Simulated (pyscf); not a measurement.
HO–SiH₂• (SMILES O[SiH2]), doublet

Gas-phase minimum from PySCF at ωB97X-D3(BJ)/def2-SVP, one conformer. Other isomers of HO–SiH₂• were not searched in full and may lie lower. 

```xyz
5

O      0.5182    -0.3842     1.3524
Si     1.0170    -0.1180    -0.2227
H     -0.3178     0.0170     1.6124
H     -0.0209    -0.5645    -1.2147
H      2.2657    -0.9154    -0.4004
```
Charge 0, spin multiplicity 2.

Bond lengths (Å): O1–Si2 1.674, O1–H3 0.963, Si2–H4 1.503, Si2–H5 1.492. Angles (°): Si2–O1–H3 116.5, O1–Si2–H4 111.6, O1–Si2–H5 106.0, H4–Si2–H5 109.9.

Properties at ωB97X-D3(BJ)/def2-SVP:

```
Quantity                                                                                                                                                             Value
---------------------------------------------------------------------------------------------------------------------  ---------------------------------------------------
Harmonic wavenumbers, unscaled                                                                                         290, 684, 788, 849, 892, 937, 2172, 2245, 3930 cm⁻¹
Zero-point energy                                                                                                                                            18.3 kcal/mol
Rotational symmetry number                                                                                                                                               1
Entropy of this conformer at 298 K and 1 atm, rigid rotor and harmonic oscillator, modes under 100 cm⁻¹ raised to 100                                      257.4 J/(mol K)
Dipole moment                                                                                                                                                       1.41 D
Spin expectation value S2                                                                                                                                            0.751
```

Single-point totals, which compare only within one level (frozen core for MP2 and CC):

```json
[
 {"level": "ωB97X-D3(BJ)/def2-TZVP", "total energy (hartree)": "-366.57774"},
 {"level": "PBE/def2-TZVP", "total energy (hartree)": "-366.31031"},
 {"level": "r²SCAN/def2-TZVP", "total energy (hartree)": "-366.48112"},
 {"level": "B3LYP-D3(BJ)/def2-TZVP", "total energy (hartree)": "-366.57404"},
 {"level": "PBE0-D3(BJ)/def2-TZVP", "total energy (hartree)": "-366.34098"},
 {"level": "M06-2X/def2-TZVP", "total energy (hartree)": "-366.49043"},
 {"level": "ωB97M-D3(BJ)/def2-TZVP", "total energy (hartree)": "-366.59677"},
 {"level": "UHF/def2-TZVPP", "total energy (hartree)": "-365.58525"},
 {"level": "MP2/def2-TZVPP", "total energy (hartree)": "-365.93599"},
 {"level": "CCSD/def2-TZVPP", "total energy (hartree)": "-365.95666"},
 {"level": "CCSD(T)/def2-TZVPP", "total energy (hartree)": "-365.96893"}
]
```

The CCSD(T) − MP2 part came from Ansatz, without density fitting, on the same reference.
